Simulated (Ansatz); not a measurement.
Stepwise reaction of `CB(C)S` with methanol, as a gas-phase model of exchange steps in deposition or etching. ΔE in kJ/mol.

Calculated with Ansatz (gas phase, PBE0-D4/def2-TZVP geometries, no zero-point term in ΔE). CCSD(T)/CBS adds triple-zeta CCSD(T) − MP2 to the extrapolated MP2 energy (def2 sets, frozen cores). This one scheme is used for every species. DFT in def2-TZVPP. B3LYP here is the variant with VWN-RPA as its local correlation; programs differ in this. Each species was taken in one conformer, which may not be the lowest.

```csv
step,reaction,PBE-D4,B3LYP-D4,ωB97M-V,CCSD(T)/CBS
2,`COB(C)S` + CH₃OH → `COB(S)OC` + CH₄,-116.2,-126.7,-123.5,-121.0
```

(1) Give the row of step 1, `CB(C)S` + CH₃OH → `COB(C)S` + CH₄. (Estimate.)

(2) By hand: ΔE of the 2 steps together at CCSD(T)/CBS.

## Answers

(1) Ansatz gave: 
```json
{"step": "1", "reaction": "`CB(C)S` + CH₃OH → `COB(C)S` + CH₄", "PBE-D4": "-126.5", "B3LYP-D4": "-134.1", "ωB97M-V": "-131.5", "CCSD(T)/CBS": "-130.1"}
```

(2) (-130.1) + (-121.0) = -251.1 kJ/mol, or -125.5 kJ/mol a step.

In ΔE each step is higher than the one before. All are downhill at CCSD(T)/CBS. PBE-D4 differs from CCSD(T)/CBS by 3.6 to 4.8 kJ/mol a step. Isolated molecules leave out the surface, adducts and barriers. Largest T1 diagnostic: 0.012.
